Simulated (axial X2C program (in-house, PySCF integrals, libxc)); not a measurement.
Potential curves of CSe, spin-free

Computed with an axial X2C code built on PySCF integrals. Spin-free means the one-electron spin-free X2C Hamiltonian. Basis: Se dyall-cv3z [8s9p6d4f1g], C dyall-v3z [7s6p2d1f] (cores contracted in-house); Gaussian nuclei, density fitting, unrestricted open shells. Masses: Se 79.917 u, C 12.000 u.

State: M_S = 0, Λ = 0 (closed shell). Energies in kJ/mol from the fragments at the same level (Se + C). Fits are polynomials in 1 − R0/R over 0.85 to 1.23 times the lowest point R0.

| R (Å) | CCSD | HF |
| --- | --- | --- |
| 1.4520 |  | -143.61 |
| 1.5188 | -469.93 | -226.11 |
| 1.5689 | -508.81 | -260.08 |
| 1.6189 | -529.60 | -275.66 |
| 1.6690 | -536.26 | -276.85 |
| 1.7274 | -530.26 | -264.23 |
| 1.7858 | -513.14 | -240.31 |
| 1.8609 | -479.55 | -197.90 |
| 1.9527 |  | -134.90 |
| 2.0863 |  | -33.73 |

Correlated methods: 10 electrons correlated (number of frozen shells: Se 3 s, 2 p, 1 d; C 1 s), 188 virtual spin orbitals or spinors in MP2, 88 natural virtuals in coupled cluster.

Occupations by symmetry block were frozen at the best pattern of an incomplete PBE0 search. Closed shells are restricted here (equal orbitals for both partners); the stretched side of such a curve lies too high. De is counted from the lowest determinant-based energies of the atoms at the same level, without counterpoise correction. CCSD ran in a truncated set of natural virtual spinors with an MP2 remainder; without triples it tends to underbind. The T1 diagnostic is large, a sign of multireference character. Spin-free De lacks the spin–orbit lowering of the heavy p-block atom, a tenth of an eV or more for 4p and 5p, up to an eV for 6p and one to two eV for 7p atoms, less what an open-shell molecule gains itself. Coupled cluster ran on the points near the minimum only. MP2 and coupled cluster on one determinant become unreliable at the stretched end.

Task: Fit the CCSD curve near its minimum: give the equilibrium distance, the harmonic wavenumber and the well depth.

Result: At CCSD, spin-free: Re = 1.672 Å, ωe ≈ 1080 cm⁻¹, De = 5.56 eV to Se + C; Be follows as 0.578 cm⁻¹.

Task: Fit the HF curve near its minimum: give the equilibrium distance, the harmonic wavenumber and the well depth.

Result: At HF, spin-free: Re = 1.648 Å, ωe ≈ 1160 cm⁻¹, De = 2.88 eV to Se + C; Be follows as 0.595 cm⁻¹.
